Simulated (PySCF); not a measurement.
Mass spectrum arithmetic for `C#C[C@@H]([GeH3])[SiH2]C(=C)C`

Species: `C#C[C@@H]([GeH3])[SiH2]C(=C)C`.

All values are calculated from tables of isotopes.

Q: Molar mass and exact mass?

A: For C6H12GeSi, with standard atomic weights, 6 × 12.011 + 1 × 72.630 + 1 × 28.085 + 12 × 1.008 = 184.877 g/mol. From the most abundant isotopes (12C, 74Ge, 28Si, 1H), 6 × 12.000000 + 1 × 73.921178 + 1 × 27.976927 + 12 × 1.007825 = 185.9920 u.

Q: Give the isotope pattern of the molecular ion M+•, merging species of the same nominal mass.

A: 
```tsv
nominal mass	m/z (centroid)	relative intensity
182	181.9945	54.5
183	182.9963	6.4
184	183.9924	74.1
185	184.9939	28.8
186	185.9915	100.0
187	186.9931	12.1
188	187.9913	23.6
189	188.9933	2.6
190	189.9896	0.8
```

Cut off at 0.1 %. One electron mass, 0.00055 u, is taken off. Abundances used (%; other tables differ somewhat): 12C 98.93, 13C 1.07; 70Ge 20.84, 72Ge 27.54, 73Ge 7.73, 74Ge 36.28, 76Ge 7.61; 28Si 92.2297, 29Si 4.6832, 30Si 3.0872; 1H 99.9885, 2H 0.0115.

Q: What resolving power m/Δm just matches the spacing of the species with one 29Si and with one 13C?

A: They lie 0.00379 u apart at mass 186.99, so m/Δm is about 49000.

Q: What share of all molecules is the monoisotopic species?

A: 0.9893^6 × 0.3628 × 0.922297 × 0.999885^12 = 31.33 %.

Q: Which m/z would the protonated, sodiated and deprotonated molecule have?

A: [M+H]+ 186.9993, [M+Na]+ 208.9812, [M−H]− 184.9847, for the monoisotopic species (arithmetic only; whether such ions form is another matter).

Q: What is the composition by mass?

A: C 38.98 %, Ge 39.29 %, Si 15.19 %, H 6.54 %.
